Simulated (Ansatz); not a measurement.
Spectroscopic constants of GeH, multiplicity 2 (the spin of the measured ground state). No spin–orbit coupling. Ge is treated without relativity.

D_e counts from the fitted minimum to each atom's lowest state at the same level, without counterpoise.

Correlated levels freeze the inner cores; with def2 sets outer-core shells near the valence are correlated too.

Codes used: Ansatz (Gaussian basis) for Hartree–Fock, density functionals and correlated methods. Values without a source in brackets are computed.

PBE/def2-TZVPP gives 67.33 kcal/mol for the bond energy D_e.

Task: Predict the shift from PBE, with its sign, for: r2SCAN/def2-TZVPP, PBE0/def2-TZVPP, wB97M-V/def2-TZVPP, B2PLYP/def2-TZVPP, CCSD(T)/def2-QZVPP.

Result: r2SCAN/def2-TZVPP 0.80; PBE0/def2-TZVPP -1.02; wB97M-V/def2-TZVPP 1.22; B2PLYP/def2-TZVPP 0.54; CCSD(T)/def2-QZVPP 1.04 kcal/mol. 4 of 5 lie above PBE; the widest gap is to wB97M-V/def2-TZVPP.

Ansatz is a quantum-chemistry and plane-wave program.
